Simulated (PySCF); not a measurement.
**Telling isomers of C7H8F4O apart by NMR**

How the numbers were obtained: PBE0/pcSseg-1 with gauge-including orbitals, structure optimised with GFN2-xTB, in PySCF 2.14 (a single conformation, averaged over atoms made equivalent by symmetry, fast rotation or ring inversion, non-relativistic, no solvent model).

References, each an isolated molecule treated in the same way: TMS for 1H, 13C. Splittings of carbon signals by F and P are missing where no couplings were computed. Where no couplings were computed, multiplicities follow the n + 1 count of equivalent neighbours, and m marks all less simple cases (inequivalent or close neighbours, rings, F or P nearby). Shifts are as computed. Against solution values, carbons near 30 ppm lie about +3 ppm off and those near 130 ppm about +5 ppm. Of 1211 compounds with measured shifts, 218 miss one by over three times the rms of a fit or turn the order of signals round; such compounds aren't used in these exercises.

(1) Tabulate the signals of `CC1=CC[C@@](F)(C(F)(F)F)CO1`, `CC(C)/C=C(/C(=O)F)C(F)(F)F`, `CC/C(=C(/C)C(=O)F)C(F)(F)F`, `C[C@@H]1[C@@H](C(=O)F)C[C@@H]1C(F)(F)F` and their relative energies.

(2) What is the quickest way to tell CC1=CC[C@@](F)(C(F)(F)F)CO1 from C[C@@H]1[C@@H](C(=O)F)C[C@@H]1C(F)(F)F?

(3) What is the quickest way to tell CC1=CC[C@@](F)(C(F)(F)F)CO1 from CC(C)/C=C(/C(=O)F)C(F)(F)F?

(4) What is the quickest way to tell CC(C)/C=C(/C(=O)F)C(F)(F)F from CC/C(=C(/C)C(=O)F)C(F)(F)F?

Answers

(1) 
```tsv
SMILES	carbon types	δC	δH	E rel. (kcal/mol)
CC1=CC[C@@](F)(C(F)(F)F)CO1	3×C 1×CH 2×CH2 1×CH3	160.6, 133.5, 97.3, 91.1, 67.9, 32.3, 22.4	4.75 (m, 1H), 4.63 (m, 1H), 3.98 (m, 1H), 2.83 (m, 1H), 2.69 (m, 1H), 1.89 (s, 3H)	13.8
CC(C)/C=C(/C(=O)F)C(F)(F)F	3×C 2×CH 2×CH3	175.6, 159.8, 131.9, 122.3, 32.6, 23.9	7.53 (m, 1H), 3.56 (m, 1H), 1.16 (d, 6H)	7.1
CC/C(=C(/C)C(=O)F)C(F)(F)F	4×C 1×CH2 2×CH3	165.6, 165.2, 135.1, 133.0, 27.7, 20.0, 16.3	3.09 (q, 2H), 2.36 (s, 3H), 1.22 (t, 3H)	5.5
C[C@@H]1[C@@H](C(=O)F)C[C@@H]1C(F)(F)F	2×C 3×CH 1×CH2 1×CH3	175.0, 137.4, 42.4, 40.0, 39.1, 21.2, 18.8	2.87 (m, 1H), 2.83 (m, 1H), 2.70 (m, 1H), 2.70 (m, 1H), 2.22 (m, 1H), 1.52 (d, 3H)	0.0
```

Energies are electronic energies at PBE0/pcSseg-1 on these geometries, without zero-point or thermal terms, each for the one conformer computed, which needn't be the lowest.

(2) Both give the same number of carbon signals, but DEPT or the intensities differ. The first has a β carbon of an enol-ether or enamine type C=C (CH) at 97.3 ppm, the second an sp3 CH in a ring at 39.1 ppm. Their most deshielded carbons lie at 160.6 and 175.0 ppm. In the proton spectra the most deshielded non-exchanging signals are 4.75 (m, 1H) and 2.87 (m, 1H).

(3) Count the carbon signals: 7 against 6. The first has a β carbon of an enol-ether or enamine type C=C (CH) at 97.3 ppm, the second a β carbon of a C=C–C=O unit (CH) at 175.6 ppm. Their most deshielded carbons lie at 160.6 and 175.6 ppm. In the proton spectra the most deshielded non-exchanging signals are 4.75 (m, 1H) and 7.53 (m, 1H).

(4) Count the carbon signals: 6 against 7. The first has a β carbon of a C=C–C=O unit (CH) at 175.6 ppm, the second an allylic sp3 CH2 at 27.7 ppm. Their most deshielded carbons lie at 175.6 and 165.6 ppm. In the proton spectra the most deshielded non-exchanging signals are 7.53 (m, 1H) and 3.09 (q, 2H).
